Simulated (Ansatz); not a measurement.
One change: `CO[SiH2]CS` becomes `CO[SiH2]CF`.

Ansatz, PBE0-D4/def2-TZVP geometries, multiplicity 1. Each molecule was computed in one conformer, which needn't be the lowest.

```csv
property,`CO[SiH2]CS`
LUMO energy (ωB97M-V/def2-TZVPP) / eV,1.96
size of the dipole moment (B3LYP/def2-TZVPP) / D,1.86
size of the dipole moment (ωB97M-V/def2-TZVPP) / D,1.86
HOMO–LUMO gap (PBE/def2-TZVPP) / eV,4.89
HOMO–LUMO gap (PBE0/def2-TZVPP) / eV,6.99
HOMO–LUMO gap (B3LYP/def2-TZVPP) / eV,6.51
```

(1) Give the same properties after the change, and the shifts. (An estimate is asked.)

Results:

(1) Computed: 
| property | `CO[SiH2]CF` | shift |
| --- | --- | --- |
| LUMO energy (ωB97M-V/def2-TZVPP) / eV | 2.16 | 0.20 |
| size of the dipole moment (B3LYP/def2-TZVPP) / D | 0.41 | -1.45 |
| size of the dipole moment (ωB97M-V/def2-TZVPP) / D | 0.39 | -1.47 |
| HOMO–LUMO gap (PBE/def2-TZVPP) / eV | 5.99 | 1.10 |
| HOMO–LUMO gap (PBE0/def2-TZVPP) / eV | 8.43 | 1.44 |
| HOMO–LUMO gap (B3LYP/def2-TZVPP) / eV | 7.98 | 1.47 |

With PBE0 the HOMO falls by 1.29 eV and the LUMO rises by 0.15 eV, so the gap widens by about 1.44 eV. PBE moves the HOMO by -1.00 eV and ωB97M-V by -1.40 eV. Dipoles are sizes alone; their direction can turn.

B3LYP here is the variant with VWN-RPA as its local correlation; programs differ in this.
